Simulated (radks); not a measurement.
Spherical jellium clusters: N electrons in a uniform positive sphere of charge N and radius rs N^(1/3), rs = 3.58 bohr. Method: non-relativistic Kohn-Sham, LDA (Slater exchange, Perdew-Wang correlation), spin-polarised, spherical densities; computed with a radial shooting solver with Libxc functionals. Levels are named by radial order and angular momentum (1s, 1p, 1d, 2s, ...), and open shells are averaged over m.

N = 7, configuration 1s2 1p(up 3, down 2). This is the lowest configuration that the search found. Occupied and some empty levels:

level    occupation  eigenvalue (eV)  <r> (bohr)
1s up             1          -5.0986       4.637
1s down           1          -4.8857       4.649
1p up             3          -3.4624       5.766
1p down           2          -3.2597       5.827
1d up             0          -1.6102       6.988
1d down           0          -1.4494       7.119
2s up             0          -1.2756       7.510
2s down           0          -1.1792       7.683

Energy (eV): total -11.7952, kinetic 14.142, external -225.86, Hartree 109.70, exchange-correlation -26.600, background 116.82.

Electron density:

r (bohr)  n(r) (e/bohr^3)
0.522            0.004100
1.10             0.004461
1.69             0.004990
2.27             0.005552
2.85             0.005996
3.43             0.006174
4.01             0.005986
4.59             0.005415
5.18             0.004533
5.76             0.003494
6.34             0.002479
6.92             0.001627
7.50             0.001004
8.08            0.0005930
8.67            0.0003389
9.25            0.0001891
9.83            0.0001036
10.4           0.00005604
11.0           0.00003001
11.6           0.00001593
